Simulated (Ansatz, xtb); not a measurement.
Isomers of C2H6OSn in order of energy

3 gas-phase structures of C2H6OSn, found in a search over its isomers (lower ones may exist). Each was relaxed with GFN2-xTB; where two conformers were screened, the lower at r2SCAN-D4/def2-SVP is listed:

A. `C[CH2][Sn][OH]`, a singlet
B. `C[O][Sn][CH3]`, a singlet
C. `CC[O][SnH]`, a singlet

Problem. Which do you expect lowest at r2SCAN-D4/def2-SVP, and how would the others follow?

Solution. Calculated order at r2SCAN-D4/def2-SVP: A (0.000), B (0.360), C (0.540) eV.

Energies above the lowest of each column, in eV; the last columns are at PBE0-D3(BJ)/def2-SVP geometries:

| structure | GFN2-xTB | HF/STO-3G | r2SCAN-D4/def2-SVP | PBE0-D3(BJ)/def2-SVP |
| --- | --- | --- | --- | --- |
| A | 0.425 | 0.051 | 0.000 | 0.000 |
| B | 0.608 | 0.000 | 0.360 | 0.375 |
| C | 0.000 | 0.847 | 0.540 | 0.509 |

PBE0-D3(BJ)/def2-SVP puts A lowest; GFN2-xTB picks C, HF/STO-3G picks B. Flexible structures stand in one conformer each, not always the lowest. Frequencies (PBE0-D3(BJ)/def2-SVP) were run for A alone. Atoms past krypton carry core potentials in the def2 sets, without spin–orbit terms.

Programs: Ansatz 0.2.0, xtb 6.7.1.
